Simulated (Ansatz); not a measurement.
Two isomers of C2H8BNO: A = `CCB(N)O`, B = `CB(O)CN`.

Isolated molecules relaxed with PBE0-D4/def2-TZVP in Ansatz; ΔE leaves out vibrations. CCSD(T)/CBS adds triple-zeta CCSD(T) − MP2 to the extrapolated MP2 energy (def2 sets, frozen cores). Functionals use def2-TZVPP. B3LYP here is the variant with VWN-RPA as its local correlation; programs differ in this. Each species was taken in one conformer, which may not be the lowest.

A:

Z-matrix (Å, degrees):
```
C
C 1 1.527
H 1 1.094 2 111.3
H 1 1.093 2 111.8 3 120.2
H 1 1.092 2 110.9 3 -119.2
B 2 1.578 1 114.1 3 63.5
H 2 1.096 1 110.1 3 -61.6
H 2 1.098 1 109.0 3 -176.8
O 6 1.377 2 117.2 1 43.2
N 6 1.410 2 121.2 1 -137.6
H 9 0.959 6 114.4 2 179.4
H 10 1.004 6 121.7 2 1.3
H 10 1.005 6 124.9 2 -177.5
```

B:

Z-matrix (Å, degrees):
```
C
B 1 1.564
H 1 1.091 2 112.9
H 1 1.094 2 110.5 3 123.0
H 1 1.097 2 110.2 3 -120.6
O 2 1.364 1 117.8 3 6.8
C 2 1.583 1 123.1 3 -174.1
H 6 0.961 2 113.5 1 179.5
N 7 1.456 2 114.4 1 4.5
H 7 1.100 2 107.0 1 124.4
H 7 1.107 2 107.6 1 -123.3
H 9 1.012 7 110.8 2 -53.4
H 9 1.012 7 111.5 2 -172.6
```

Problem. Which isomer does CCSD(T)/CBS put lower? Give the gap. (An estimate is asked.)

Solution. The calculation gave: A, by 137.5 kJ/mol.

Problem. Give E(B) − E(A) in kJ/mol with B3LYP-D4, PBE-D4, CCSD/def2-TZVPP, B3LYP, r2SCAN-D4, CCSD(T)/def2-TZVPP, ωB97M-V. (Best estimate.)

Solution. Computed: B3LYP-D4 136.5, PBE-D4 131.2, CCSD/def2-TZVPP 137.7, B3LYP 136.8, r2SCAN-D4 136.1, CCSD(T)/def2-TZVPP 137.1, ωB97M-V 135.4. None reverses the order clearly.

Largest T1 diagnostic: 0.011.

From PBE to PBE0 (25 % exact exchange), in def2-TZVPP and without D4, E(B) − E(A) moves by +3.2 kJ/mol.
